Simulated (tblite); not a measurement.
Compound: C6H14OSi2.
SMILES with atom numbers: `[CH3:1][O:2][CH2:3][C@H:4]1[CH2:5][SiH2:6][CH:7]=[C:8]1[SiH3:9]` (hydrogens: H10, H11, H12 on C1; H13, H14 on C3; H15 on C4; H16, H17 on C5; H18, H19 on Si6; H20 on C7; H21, H22, H23 on Si9)

Cartesian coordinates in Å at the GFN2-xTB level; atoms count from 1:
```xyz
23
C6H14OSi2 angstrom
C      2.560    1.196    1.104
O      1.363    1.207    0.375
C      1.183    0.074   -0.441
C     -0.246    0.108   -0.982
C     -0.528   -1.100   -1.889
Si    -1.531   -2.334   -0.839
C     -1.849   -1.010    0.446
C     -1.160    0.111    0.215
Si    -1.122    1.610    1.358
H      2.575    2.110    1.695
H      3.429    1.179    0.435
H      2.614    0.327    1.772
H      1.918    0.080   -1.262
H      1.329   -0.849    0.143
H     -0.360    1.050   -1.529
H      0.402   -1.510   -2.280
H     -1.110   -0.777   -2.751
H     -0.721   -3.460   -0.354
H     -2.714   -2.850   -1.532
H     -2.495   -1.097    1.306
H     -0.296    1.350    2.538
H     -2.507    1.785    1.835
H     -0.737    2.826    0.649
```

All values are computed: GFN2-xTB (tblite) harmonic vibrations without scaling, gas phase. Errors from tens to a few hundred cm⁻¹ against measured bands are possible. Modes of hydrogen on silicon can be 10 to 20 % off. One conformer, not necessarily the lowest.

Harmonic wavenumbers (cm⁻¹): 34.0, 81.0, 113.9, 131.9, 151.7, 213.4, 220.1, 252.1, 255.2, 326.2, 374.6, 401.8, 459.5, 495.1, 525.2, 537.9, 554.3, 615.2, 633.8, 718.5, 755.2, 760.1, 796.2, 804.2, 816.9, 820.4, 836.4, 842.1, 958.4, 988.3, 1015.8, 1050.8, 1097.8, 1121.0, 1133.9, 1156.7, 1191.3, 1207.3, 1208.7, 1230.2, 1279.4, 1312.2, 1348.0, 1405.2, 1468.9, 1486.5, 1488.5, 1498.3, 1618.1, 2168.3, 2203.2, 2242.5, 2243.5, 2291.6, 2833.5, 2867.1, 2896.2, 2919.5, 2922.8, 2990.3, 3008.7, 3030.3, 3071.4.

A = 1730, B = 830.0, C = 637.6 MHz; mass 158.058 u (most abundant isotopes); point group C1, symmetry number 1.

Problem. What is the zero-point energy?

Solution. ½Σν̃ = 38741 cm⁻¹ = 110.77 kcal/mol.

Problem. What is S at 200 K and 1 bar for an ideal gas of classical rigid rotors and harmonic oscillators?

Solution. Translation 39.13, rotation 29.05, vibration 22.70: S = 90.9 cal/(mol K).

Problem. And Cp and H(200 K) − H(0)?

Solution. Cp = 34.19 cal/(mol K), of which vibrations give 26.24 (their classical limit is 63 R = 125.2); H(200 K) − H(0) = 4.12 kcal/mol without the zero-point energy, 2.53 from vibrations.

Problem. Blend soft modes into free rotors: weight 1/[1 + (100 cm⁻¹/ν̃)⁴] for the oscillator and the rest for a rotor with moment μB/(μ + B), μ = h/(8π²ν), B = 10⁻⁴⁴ kg m². What vibrational entropy results?

Solution. 21.22 cal/(mol K) in place of 22.70, which changes −T·S at 200 K by +0.30 kcal/mol.

Problem. How do the functions run with temperature in this model?

Solution. 
| T (K) | S (cal/(mol K)) | Cp (cal/(mol K)) | H − H(0) (kcal/mol) | G − H(0) (kcal/mol) | ln q(vib) |
| --- | --- | --- | --- | --- | --- |
| 150 | 82.1 | 27.4 | 2.58 | -9.73 | 3.49 |
| 250 | 99.2 | 41.1 | 6.00 | -18.81 | 6.67 |
| 298.15 | 107.0 | 47.7 | 8.14 | -23.78 | 8.23 |
| 400 | 122.9 | 60.4 | 13.66 | -35.50 | 11.58 |
| 600 | 151.3 | 79.6 | 27.78 | -62.97 | 18.11 |
| 900 | 187.3 | 97.8 | 54.62 | -113.93 | 27.38 |

q(vib) and H(0) count from the zero-point level.

Problem. What must be added to the electronic energy to get the Gibbs energy at 200 K and 1 bar?

Solution. ZPE + [H(200 K) − H(0)] − T·S = 110.77 + 4.12 − 18.17 = 96.72 kcal/mol.

Problem. Which modes carry the vibrational entropy at 200 K?

Solution. 34.0 cm⁻¹: 4.79; 81.0 cm⁻¹: 3.09; 113.9 cm⁻¹: 2.44; 131.9 cm⁻¹: 2.16; 151.7 cm⁻¹: 1.91; 213.4 cm⁻¹: 1.32 cal/(mol K); the other 57 give 6.99 together.

Hindered rotation and anharmonicity are outside this model. Other conformers, if any are populated, would add a mixing term that is left out. The structure is chiral; the term R ln 2 for an equal mix with its mirror image is left out.

Hardware: an AMD EPYC with one thread (shared host). Cost: 3.2 s. This covers the Hessian and the dipole derivatives.
